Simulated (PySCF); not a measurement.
Gas-phase XPS of `O=C(O)[SiH]1N[SiH2]N[SiH2]N1`, computed

Compound: CH9N3O2Si3.
Structure used (PBE0-D3(BJ)/def2-SVP), in Å, numbered top down from 1:
```
atom  x, y, z in Å
O1     2.4654   -1.3271   -1.8630
C2     2.3770   -0.8976   -0.7392
O3     3.4392   -0.4331   -0.0631
Si4    0.7044   -0.7932    0.2081
N5     0.6319    0.7477    1.0060
Si6   -0.8739    1.5496    1.3369
N7    -2.0806    0.5165    0.6212
Si8   -2.0720   -0.2836   -0.9293
N9    -0.4616   -0.9079   -1.0660
H10    4.2130   -0.5279   -0.6467
H11    0.6357   -1.9335    1.1677
H12    1.5158    1.2240    1.1618
H13   -0.8225    2.9379    0.7785
H14   -1.2216    1.6643    2.7881
H15   -2.9024    0.3495    1.1940
H16   -3.1586   -1.3108   -0.8733
H17   -2.3549    0.6050   -2.1005
H18   -0.0638   -1.1688   -1.9667
```

Theory: delta-SCF UKS SCAN, pcX-2 on the ionised atom, pcseg-1 elsewhere, spin-free X2C (PySCF). Binding energies are ΔSCF values: E(core-ionised, relaxed orbitals) − E(ground state) at a fixed geometry, referred to the vacuum level.

**Question.** Give the core binding energies atom by atom.

**Answer.** 
```
atom(s)                      environment     level  binding energy (eV)  2p1/2 (eV)  above the level's lowest (eV)  count
    Si4                      SiH silicon     Si 1s              1847.25           –                          +0.07      1
Si6/Si8                     SiH2 silicon     Si 1s              1847.18           –                           0.00      2
     O3             acid hydroxyl oxygen      O 1s               540.08           –                          +2.11      1
     O1             acid carbonyl oxygen      O 1s               537.97           –                           0.00      1
     N7  nitrogen bridging silicon atoms      N 1s               404.23           –                          +0.15      1
  N5/N9  nitrogen bridging silicon atoms      N 1s               404.08           –                           0.00      2
    Si4                      SiH silicon  Si 2p3/2               107.24      107.86                          +0.06      1
Si6/Si8                     SiH2 silicon  Si 2p3/2               107.18      107.80                           0.00      2
```

The 2 N 1s values lie within 0.15 eV of each other; Gaussian lines of 0.5 eV full width would blend them into one maximum.

The listed O 1s values span 2.11 eV, from O1 (bonded to C (double bond)) to O3 (bonded to C and H).

The 2 Si 1s values lie within 0.07 eV of each other; Gaussian lines of 0.5 eV full width would blend them into one maximum.

The 2 Si 2p3/2 values lie within 0.06 eV of each other.

**Question.** What is the longest wavelength that can ionise N 1s of N7 vertically?

**Answer.** λ = hc/E = 12398.42 eV Å / 404.23 eV = 30.672 Å.

Topologically equivalent atoms share the value of their first member; where this conformer doesn't relate them by symmetry, their own values could differ. Not every level is listed. The 2p values add to the ΔSCF energy of one spin-free hole a correction within the shell (spin–orbit coupling, ligand field). 2p1/2 minus 2p3/2 (ligand field included): Si 0.63 eV. No level of carbon is listed. One conformer (not necessarily the lowest) at the PBE0-D3(BJ)/def2-SVP geometry, without solvent, vibrations or thermal averaging.

On an Intel Xeon at 2.70 GHz with one thread, shared host, this took 6.9 min and 0.79 GiB of memory at its peak.
